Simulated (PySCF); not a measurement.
AlH4OP. Atoms are numbered in the order given.

```xyz
7

Al    -0.2628     0.1410    -0.7801
H     -0.7331    -0.5195    -2.1430
O     -0.2161     1.8299    -0.6232
H     -0.4627     2.4284    -1.3266
P      0.2627    -1.0750     1.1209
H      1.3771    -0.2434     1.4138
H      1.0240    -2.0128     0.3701
```
Charge 0, spin multiplicity 1.

Geometry optimised at PBE0-D3(BJ)/def2-TZVP. The values are those of a single conformer.

Method: TDA-M06-2X/def2-SVPD (PySCF 2.14.0).

Vertical excitations. Isolated molecule, no solvent.

```json
[
 {"state": "S1", "energy (eV)": "5.26", "λ (nm)": "236", "f": "0.016", "main pairs": "HOMO→LUMO 87 %"},
 {"state": "S2", "energy (eV)": "5.93", "λ (nm)": "209", "f": "0.008", "main pairs": "HOMO→LUMO+1 47 %, HOMO→LUMO+4 29 %, HOMO→LUMO+2 19 %"},
 {"state": "S3", "energy (eV)": "6.18", "λ (nm)": "201", "f": "0.115", "main pairs": "HOMO→LUMO+2 48 %, HOMO→LUMO+1 33 %, HOMO−1→LUMO 8 %"},
 {"state": "S4", "energy (eV)": "6.68", "λ (nm)": "186", "f": "0.032", "main pairs": "HOMO−1→LUMO 61 %, HOMO→LUMO+3 22 %"},
 {"state": "S5", "energy (eV)": "6.95", "λ (nm)": "178", "f": "0.018", "main pairs": "HOMO→LUMO+4 41 %, HOMO→LUMO+3 20 %, HOMO→LUMO+2 10 %, HOMO−1→LUMO 7 %"},
 {"state": "S6", "energy (eV)": "7.20", "λ (nm)": "172", "f": "0.280", "main pairs": "HOMO→LUMO+3 39 %, HOMO→LUMO+4 14 %, HOMO−1→LUMO 11 %, HOMO−1→LUMO+1 8 %"},
 {"state": "S7", "energy (eV)": "7.45", "λ (nm)": "166", "f": "0.009", "main pairs": "HOMO−2→LUMO 75 %, HOMO−1→LUMO+1 11 %"},
 {"state": "S8", "energy (eV)": "7.58", "λ (nm)": "164", "f": "0.111", "main pairs": "HOMO−1→LUMO+1 55 %, HOMO−2→LUMO 11 %"},
 {"state": "S9", "energy (eV)": "7.87", "λ (nm)": "158", "f": "0.109", "main pairs": "HOMO−1→LUMO+2 63 %, HOMO−2→LUMO+1 13 %"},
 {"state": "S10", "energy (eV)": "8.04", "λ (nm)": "154", "f": "0.082", "main pairs": "HOMO−3→LUMO 19 %, HOMO→LUMO+6 18 %, HOMO−1→LUMO+3 18 %, HOMO→LUMO+5 8 %"},
 {"state": "T1", "energy (eV)": "4.66", "λ (nm)": "266", "f": "0", "main pairs": "HOMO→LUMO 93 %"},
 {"state": "T2", "energy (eV)": "5.62", "λ (nm)": "220", "f": "0", "main pairs": "HOMO→LUMO+1 59 %, HOMO→LUMO+3 19 %, HOMO→LUMO+4 12 %"},
 {"state": "T3", "energy (eV)": "5.63", "λ (nm)": "220", "f": "0", "main pairs": "HOMO→LUMO+2 52 %, HOMO→LUMO+4 34 %"},
 {"state": "T4", "energy (eV)": "6.05", "λ (nm)": "205", "f": "0", "main pairs": "HOMO−1→LUMO 57 %, HOMO→LUMO+3 10 %, HOMO→LUMO+1 9 %"}
]
```
Triplets are in the Tamm–Dancoff approximation.
